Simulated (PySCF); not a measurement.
**Where the electron goes**

Compound: C₂H₈O₂SSi.
Cartesian coordinates in Å at the GFN2-xTB level; atoms count from 1:
```xyz
14
C2H8O2SSi angstrom
C      2.1692    0.0608   -0.3240
O      0.9204   -0.0069   -0.9547
Si    -0.5445    0.1928   -0.2886
C     -1.1340   -1.2108    0.8374
O     -1.5907    0.2858   -1.5193
S     -0.4498    2.0616    0.8138
H      2.3154   -0.8013    0.3294
H      2.9324    0.0611   -1.1016
H      2.2515    0.9738    0.2690
H     -1.0763   -2.1599    0.3140
H     -0.5293   -1.2849    1.7370
H     -2.1647   -1.0665    1.1431
H     -1.3536    0.7391   -2.3258
H     -1.7467    2.1548    1.0481
```

Computed with TDDFT CAM-B3LYP/def2-SVPD, vertical, gas phase, core orbitals frozen in the response (PySCF 2.14.0, density-fitted response routines).

Kohn–Sham orbitals with the atoms that hold most of them (Löwdin shares over 4%, at most four atoms; ? is withheld):

| orbital | ε (eV) | atoms |
| --- | --- | --- |
| HOMO-3 | -10.65 | O2 47%, C1 15%, O5 9%, H9 8% |
| HOMO-2 | -10.37 | O2 38%, S6 17%, O5 13%, C1 11% |
| HOMO-1 | -9.50 | ? |
| HOMO | -8.64 | S6 79%, H14 7%, Si3 7% |
| LUMO | ? | ? |
| LUMO+1 | 1.41 | S6 23%, O5 21%, H13 11%, C1 10% |
| LUMO+2 | 1.60 | S6 49%, C1 9%, H14 8%, O2 8% |

(1) Give the leading atoms of the LUMO.

(2) Which atoms hold the HOMO-1, and with what shares?

(3) What is the LUMO energy, and the HOMO–LUMO gap?

Answers

(1) S6 (bonded to Si and H) 23%; Si3 (bonded to C, 2 O and S) 20%; O5 (bonded to Si and H) 11%; H14 (bonded to S) 8%.

(2) S6 (bonded to Si and H) 33%; O2 (bonded to C and Si) 21%; C4 (bonded to Si and 3 H) 13%; Si3 (bonded to C, 2 O and S) 11%.

(3) ε(LUMO) = 0.74 eV; the gap is 9.38 eV (0.3447 hartree).

Problem. The HOMO–LUMO gap is 9.38 eV. Where does the response calculation put the lowest singlet, and from which orbitals?

Solution. S1 is at 6.19 eV (f = 0.024), 3.19 eV below the gap, made of HOMO→LUMO (55%), HOMO→LUMO+4 (20%), HOMO→LUMO+1 (11%). 

Next come S2 at 6.79 eV (f 0.055), HOMO→LUMO+4 (31%), HOMO→LUMO (24%), HOMO→LUMO+3 (20%); S3 at 7.35 eV (f 0.048), HOMO-1→LUMO (76%); S4 at 7.46 eV (f 0.0065), HOMO→LUMO+1 (42%), HOMO→LUMO+2 (16%), HOMO→LUMO+5 (13%); S5 at 7.69 eV (f 0.0045), HOMO→LUMO+2 (53%), HOMO→LUMO+1 (13%), HOMO→LUMO+3 (11%).

Löwdin shares depend on the basis, the more so with diffuse functions.

One conformer stands for the species.
